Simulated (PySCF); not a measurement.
Simulated Si 2p region for `[SiH3][NH][GeH3]`, binding energy against the vacuum level.

Every computed line was given a Gaussian of 0.7 eV full width at half maximum and an area set by the number of equivalent atoms (split 2:1 within a doublet); the highest printed point is 100. Computed, not measured: delta-SCF UKS SCAN, pcX-2 on the ionised atom, pcseg-1 elsewhere, spin-free X2C in PySCF 2.14.0.

(binding energy (eV), intensity): (105.9, 0), (106.0, 1), (106.1, 2), (106.2, 5), (106.3, 11), (106.4, 21), (106.5, 36), (106.6, 54), (106.7, 73), (106.8, 90), (106.9, 99), (107.0, 100), (107.1, 94), (107.2, 85), (107.3, 75), (107.4, 68), (107.5, 61), (107.6, 53), (107.7, 44), (107.8, 33), (107.9, 23), (108.0, 14), (108.1, 8), (108.2, 4), (108.3, 2), (108.4, 1), (108.5, 0)

Q: How many maxima does the curve show, and how many computed lines lie under it?

A: The curve has 1 maximum (at 107.0 eV). Under it lie 2 lines from 1 inequivalent silicon site, drawn as a 2p3/2, 2p1/2 pair. At this width some lines have no maximum of their own.

Q: Decompose the envelope and assign each component. Numbering: `[SiH3:1][NH:2][GeH3:3]`.

A: 
```tsv
position (eV)	relative area	line	atoms	environment
106.92	0.67	Si 2p3/2	Si1	SiH3 silicon
107.54	0.33	Si 2p1/2	Si1	SiH3 silicon
```

The curve has no shake-up lines and no vibrational structure. Spin–orbit coupling isn't in the SCF: each 2p doublet comes from a relaxed spin-free hole plus a matrix of the shell (mean-field spin–orbit coupling and the ground-state 2p splitting), with 2p3/2 averaged over its two sublevels. 2p1/2 minus 2p3/2 (ligand field included): Si 0.62 eV. Geometry: PBE0-D3(BJ)/def2-SVP; no solvent, vibrations or thermal averaging.
